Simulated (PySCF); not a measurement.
Working out the excitation energy of Hg

Hg [Xe] 4f14 5d10 6s2 (1S) → Hg [Xe] 4f14 5d10 6s1 7s1 (3S). Calculation: PySCF 2.14, in aug-cc-pVDZ-PP with ECP60MDF; a scalar-relativistic core potential. Frozen: 5s2 5p6. Energies in hartree (1 hartree = 27.21139 eV):

| part | Hg (lower) | Hg (upper) |
| --- | --- | --- |
| UHF | -152.539930 | -152.315809 |
| CCSD correlation | -0.353641 | -0.301883 |
| (T) | -0.009321 | -0.006085 |

**Question.** What does Hartree-Fock give?

**Answer.** (-152.315809) − (-152.539930) = 0.224121 hartree = 6.099 eV.

**Question.** What do CCSD and CCSD(T) give?

**Answer.** The CCSD correlation energies differ by 0.051758 hartree = 1.408 eV and the triples by 0.003236 hartree = 0.088 eV, so CCSD gives 7.507 eV and CCSD(T) 7.595 eV.

Measured between the centres of the two terms (NIST): 7.730 eV, so CCSD(T) (valence) is off by -0.135 eV.

A double-zeta basis recovers only part of the correlation energy.

What remains against the reference includes basis incompleteness, the frozen core and higher excitations.
